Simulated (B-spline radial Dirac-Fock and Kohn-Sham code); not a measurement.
# Satellites and hypersatellites of the K lines of Ba²⁺

System: Ba²⁺, configuration [Kr] 4d10 5s2 5p6, inside a Watson sphere of charge -2 and radius 3 Å (a model of the Madelung potential; inside it an electron's potential energy is raised by 9.6 eV).

Calculated with a radial B-spline solver, using relaxed Dirac-Fock hole states (ΔSCF) with Breit and QED corrections and a finite nucleus. Each two-hole energy is an average over J within one jj subconfiguration, not an observable level; in light atoms, where LS coupling holds, the j-resolved values are not observed lines, and for a K spectator the Kα1 hypersatellite is nearly forbidden. The model has no electron correlation.

Lines without a spectator: Kα2 (K-L2) 31813.8 eV, Kα1 (K-L3) 32190.7 eV, Kβ3 (K-M2) 36298.2 eV, Kβ1 (K-M3) 36372.5 eV. Shifts in eV with one spectator hole (a dash: not computed, or left out as unreliable):

```
spectator hole    Kα2     Kα1     Kβ3     Kβ1
    L2 (2p1/2)  +76.0   +97.3       –  +201.3
    L3 (2p3/2)  +70.1   +71.7  +172.0       –
    M2 (3p1/2)      –  +12.10  +26.56   +32.0
    M3 (3p3/2)  +8.23       –  +26.07  +25.66
    M4 (3d3/2)  +1.71   -1.34       –       –
    M5 (3d5/2)  -2.04   +0.35       –       –
```

Task: Where does the K-L3 hypersatellite lie, emitted when both K electrons are missing?

Result: +692.6 eV from the normal line, at 32883.3 eV. Removing both K electrons costs 75836.4 eV, which is 934.7 eV more than twice the K binding energy.

With n spectator holes in 2p, averaged over the 2p shell (energies in eV):

```
n     KαLⁿ   step  hypersatellite KαʰLⁿ
0  32065.0      –               32748.6
1  32143.4  +78.4               32828.6
2  32223.1  +79.7               32909.9
3  32304.2  +81.1               32992.5
4  32386.7  +82.4               33076.6
5  32470.5  +83.8               33162.0
```
